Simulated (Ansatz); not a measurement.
System: CdF$_{2}$ (charge 0, singlet). SMILES: [F][Cd][F]
Geometry from a B3LYP-D3(BJ)/def2-TZVP (Ansatz, a program for electronic structure) optimisation:
```xyz
3

Cd     0.0000     0.0000     0.0000
F      0.0000     0.0000    -1.9335
F      0.0000     0.0000     1.9335
```

CCSD(T) with Ansatz in growing basis sets, 26 correlated electrons. Cores are frozen in the correlated levels unless marked. Open shells are spin-unrestricted. Spin-orbit coupling is left out. The frozen core is the preceding noble-gas configuration, with the filled d and f shells of earlier blocks. In def2 rows, elements after Kr have scalar-relativistic effective core potentials. Costs are ratios of core time to the smallest set, on shared machines of one kind, and rough; they hold the program's checks for lower states.

```
basis        functions  cost over smallest  E(corr) (Eh)  electronic atomisation energy (kcal/mol)
-----------  ---------  ------------------  ------------  ----------------------------------------
def2-TZVPPD        136                  1×       -0.9526                                     156.6
def2-QZVPPD        220                  4×             ?                                         ?
```

Task: What does the step to def2-QZVPPD buy, and how does its cost grow by formal scaling?

Result: Formally CCSD grows as o²v⁴ and (T) as o³v⁴; with o = 13 and v going from 117 to 201 both grow 9-fold in the last step, while integrals and the mean field grow more slowly. That step adds 81.8 mEh of correlation energy and 3.9 kcal/mol to the atomisation energy. Row: E(corr) (Eh) -1.0344, electronic atomisation energy (kcal/mol) 160.5.
